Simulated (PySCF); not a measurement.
Computed IR spectrum (relative IR intensity) of a molecule CH5FOSi. Geometry optimised at B3LYP-D3(BJ)/def2-SVP. Other conformers were not sampled. Level of theory: B3LYP-D3(BJ)/def2-SVP (PySCF 2.14.0). Frequencies are harmonic and unscaled.

ν (cm⁻¹): 201 (w), 240 (w), 303 (m), 339 (m), 711 (m), 756 (vw), 822 (s), 840 (w), 890 (m), 924 (s), 968 (vs), 1281 (m), 2293 (s), 3119 (vw), 3876 (m) (against the strongest line: vs over 80 %, s over 45 %, m over 15 %, w over 4 %, vw less)

Question: Identify the compound among the candidates.
(A) OC[SiH2]F
(B) C[Si@H](O)F
(C) O[SiH2]CF
(D) CO[SiH2]F

Answer: B, C[Si@H](O)F
